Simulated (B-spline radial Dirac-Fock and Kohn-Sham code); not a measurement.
Dipole and non-dipole photoemission parameters of V⁵⁺ 3p1/2

System: V⁵⁺, configuration [Ne] 3s2 3p6; threshold 127.9 eV (orbital energy of the model). The computed values come from a B-spline atomic structure program: Dirac-Hartree-Slater photoionisation with a Latter tail; cross sections with all multipoles, angular parameters from the dipole term and its interference with E2.

For linearly polarised light dσ/dΩ = σ/(4π) [1 + β P₂(cos θ) + (δ + γ cos²θ) sin θ cos φ], with θ from the polarisation vector and φ the angle between the beam and the projection of the electron momentum on the plane normal to the polarisation.

| hν (eV) | σ (kb) | β | γ | δ |
| --- | --- | --- | --- | --- |
| 143 | 471 | 0.955 | 0.108 | 0.013 |
| 288 | 207 | 1.589 | -0.019 | 0.002 |
| 300 | 194 | 1.599 | -0.019 | 0.002 |
| 400 | 115 | 1.633 | 0.015 | 0.004 |
| 735 | 31.2 | 1.579 | 0.185 | 0.010 |
| 781 | 27.1 | 1.568 | 0.207 | 0.011 |
| 900 | 19.4 | 1.537 | 0.262 | 0.013 |
| 1240 | 8.63 | 1.452 | 0.402 | 0.021 |
| 1253.6 | 8.39 | 1.449 | 0.407 | 0.021 |
| 1340 | 7.05 | 1.428 | 0.437 | 0.023 |
| 1520 | 5.05 | 1.387 | 0.493 | 0.028 |
| 1570 | 4.63 | 1.376 | 0.508 | 0.029 |
| 1610 | 4.32 | 1.367 | 0.520 | 0.030 |
| 2984.4 | 0.738 | 1.126 | 0.814 | 0.068 |
| 4670 | 0.184 | 0.928 | 1.018 | 0.114 |
| 7750 | 0.0347 | 0.706 | 1.222 | 0.191 |
| 8047.8 | ? | ? | ? | ? |
| 8330 | 0.0272 | 0.676 | 1.250 | 0.204 |
| 9290 | 0.0187 | 0.631 | 1.291 | 0.226 |
| 15000 | 0.00348 | 0.453 | 1.473 | 0.337 |

**Question.** Give the values at Cu Kα (8047.8 eV).

**Answer.** σ = 0.0305 kb, β = 0.690, γ = 1.237, δ = 0.198.
